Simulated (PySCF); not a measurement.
Harmonic spectrum computed at PBE0 in the def2-TZVP basis family (core potentials from Rb on, PySCF, no spin–orbit coupling):

```
ω (cm⁻¹)  IR (km/mol)
     495         64.5
     631          4.7
     755         16.4
    1882         93.7
    2172         12.1
    2527          1.7
```

Task: Which molecule gave it? In each, all ligands are bound to the one heavy central atom.
A. RuH₃ (doublet)
B. PtH₃ (doublet)
C. WH₃ (quartet)
D. IrH₃ (singlet)

Result: B. It has Cs symmetry with Pt–H 1.504 Å, Pt–H 1.596 Å (×2).
